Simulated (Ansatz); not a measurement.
Geometry optimisation, RKS r2SCAN-D4/def2-SVP (Ansatz).

Input:

```yaml
crystal:
  periodic: [false, false, false]
  atoms:
    - { symbol: B, position_ang: [-0.011578, -0.160181, -0.286378] }
    - { symbol: H, position_ang: [-0.273505, -0.579938, 0.801297] }
    - { symbol: O, position_ang: [1.179153, -0.182245, -0.887041] }
    - { symbol: H, position_ang: [1.895194, -0.498103, -0.32051] }
    - { symbol: Cl, position_ang: [-1.391949, 0.434523, -1.308735] }
    - { symbol: O, position_ang: [-0.33634, 1.844203, 1.336473] }
    - { symbol: Al, position_ang: [-1.72577, 2.435357, 0.456296] }
    - { symbol: H, position_ang: [-3.180388, 2.029155, 0.947344] }
    - { symbol: H, position_ang: [-1.412756, 3.677634, -0.468146] }
    - { symbol: H, position_ang: [-0.397161, 0.988695, 1.8148] }
basis:
  gaussian: { orbitals: def2-SVP }
hamiltonian:
  xc: r2scan
  dispersion: d4
relax:
  f_tol: 0.03
  max_steps: 50
```

Command:

```bash
$ ansatz run input.yaml --threads 4 --pin off --max-ram 5120MiB --backend cpu --events-out ev --progress --plain --runs-dir out
```

Task: Where does it end, and by what steps?

Result: It converged. After 30 steps the energy has fallen by 1.487 eV; Cl5 moved furthest, 1.02 Å. Parted: B1–Cl5 (1.82 → 3.49 Å). Joined: B1–O6 (2.60 → 1.40 Å).

| step | energy less start (eV) | largest force component (eV/Å) | accepted |
| --- | --- | --- | --- |
| 0 | 0.0000 | 1.054 | yes |
| 2 | -0.0512 | 2.735 | no |
| 4 | -0.2267 | 0.870 | yes |
| 6 | -0.7017 | 1.597 | yes |
| 8 | -0.8839 | 0.518 | yes |
| 10 | -1.0032 | 1.368 | yes |
| 12 | -1.2637 | 0.940 | yes |
| 14 | -1.2778 | 1.880 | no |
| 16 | -1.4325 | 0.247 | yes |
| 18 | -1.4625 | 0.440 | yes |
| 20 | -1.4804 | 0.055 | yes |
| 22 | -1.4830 | 0.058 | yes |
| 24 | -1.4853 | 0.082 | yes |
| 26 | -1.4864 | 0.079 | yes |
| 28 | -1.4868 | 0.047 | yes |
| 30 | -1.4870 | 0.023 | yes |

```xyz
10
Properties=species:S:1:pos:R:3
B 0.372 0.093 0.574
H 0.518 -0.946 1.165
O 1.051 0.494 -0.503
H 1.667 -0.157 -0.859
Cl -2.351 0.720 -1.523
O -0.575 1.014 1.045
Al -1.735 2.213 -0.095
H -2.787 2.480 1.074
H -0.766 3.342 -0.637
H -1.049 0.735 1.843
```

Whether the end is a true minimum wasn't checked by a vibrational analysis.

Run time: 69 s on 4 threads of Arm Neoverse V2, with other jobs on the host, peak memory 0.18 GiB.
